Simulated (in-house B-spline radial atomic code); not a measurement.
Nb⁸⁺. Computed with a B-spline radial atomic code. Model: all-electron spherical atom, spin shells full or empty, radial basis limit, no spin-orbit coupling: exact exchange with a local potential (Slater, KLI or optimised effective potential, whose far tail is KLI's), no correlation.

Exchange potential has not reached -1/r at the last radius.

The run also made RPA and GW results, which its time includes.

The Slater potential averages the orbital exchange potentials with the orbital densities as weights, KLI adds orbital constants, and the optimised effective potential minimises the exact-exchange energy among local potentials. So their energies lie above Hartree-Fock in the order OEP, KLI, Slater. All fall off as −1/r, unlike LDA and GGA exchange.

Command:
```bash
python run_gw.py task.json out
```
Settings (lengths in bohr, energies in hartree):
```
Z                      41
electrons              33
configuration          [Ar] 3d10 4s2 4p3
hamiltonian            nr
method                 oep
lmax                   9
spin_polarised         True
box_radius             7.7
intervals              70
```

Run time, properties included: 5.2 s on 1 thread of AMD EPYC 7R43 64-Core Processor (Zen 3) (shared host).

Given: hamiltonian non-relativistic; mean-field start exchange-only OEP.

Computed: energy above Hartree-Fock 10.219 millihartree; virial ratio -E/T less 1 0.

```csv
radius (bohr),r times exchange potential up (hartree bohr),r times exchange potential down (hartree bohr)
0.00122,-0.040722,-0.040543
0.0015,-0.050022,-0.049802
0.00185,-0.061611,-0.06134
0.00228,-0.075776,-0.075441
0.00281,?,?
0.00346,-0.1141,-0.11359
0.00426,-0.13953,-0.13891
0.00524,-0.16995,-0.16917
0.00645,-0.20621,-0.20525
0.00795,-0.24898,-0.2478
0.00979,-0.29784,-0.29638
0.0121,-0.35318,-0.35137
0.0148,-0.40919,-0.40697
0.0183,?,?
0.0225,-0.51858,-0.51527
0.0277,-0.55339,-0.54944
0.0342,-0.55921,-0.55444
0.0421,-0.53045,-0.52411
0.0518,-0.50669,-0.49694
0.0638,-0.57356,-0.56017
0.0786,-0.72366,-0.70868
0.0968,-0.86695,-0.85085
0.119,-0.95967,-0.94317
0.147,-0.97271,-0.95927
0.181,-0.88004,-0.87388
0.223,-0.84577,-0.82814
0.274,-1.0839,-1.0386
0.338,-1.3265,-1.2716
0.416,-1.4387,-1.3838
0.512,-1.3956,-1.3546
0.631,-1.1558,-1.1644
0.777,-1.0302,-0.87191
0.957,-1.2983,-0.82867
1.18,-1.4294,-0.97003
1.45,-1.4212,-1.0093
1.79,-1.338,-1.0087
2.2,-1.2404,-1.0028
```

(1) What belongs in the row 0.00281?

(2) What belongs in the row 0.0183?

```csv
occupied,level (hartree),Hartree-Fock level (hartree)
1s up,-680.18,-690.49
1s down,?,?
2s up,-98.191,-101.96
2s down,-98.084,-101.93
2p up,-90.627,-93.825
2p down,-90.501,-93.774
3s up,-20.734,-22.125
3s down,-20.618,-22.057
3p up,-17.845,-18.963
3p down,-17.724,-18.868
3d up,-12.577,-13.201
3d down,-12.457,-13.153
4s up,-6.7585,-6.9843
4s down,?,?
4p up,-5.8711,-5.8711
```

(3) What belongs in the row 1s down?

(4) What belongs in the row 4s down?

```json
{"empty": "4p down", "level (hartree)": "-5.5507"}
{"empty": "4d up", "level (hartree)": "-4.408"}
{"empty": "4d down", "level (hartree)": "-4.1187"}
{"empty": "5s up", "level (hartree)": "-3.3346"}
{"empty": "5s down", "level (hartree)": "-3.1996"}
{"empty": "5p up", "level (hartree)": "?"}
{"empty": "4f up", "level (hartree)": "?"}
{"empty": "5p down", "level (hartree)": "-2.8682"}
{"empty": "4f down", "level (hartree)": "-2.7467"}
```

(5) What belongs in the row 5p up?

(6) What belongs in the row 4f up?

Results:

(1) r times exchange potential up (hartree bohr): -0.093096; r times exchange potential down (hartree bohr): -0.092683.

(2) r times exchange potential up (hartree bohr): -0.46793; r times exchange potential down (hartree bohr): -0.4652.

(3) level (hartree): -680.02; Hartree-Fock level (hartree): -690.45.

(4) level (hartree): -6.4305; Hartree-Fock level (hartree): -6.4299.

(5) level (hartree): -2.9909.

(6) level (hartree): -2.9791.

The highest level, 4p up, differs from Hartree-Fock by +0.00086 eV and the deepest, 1s up, by +281 eV: a local potential can match the highest level but can't give each shell its own exchange.
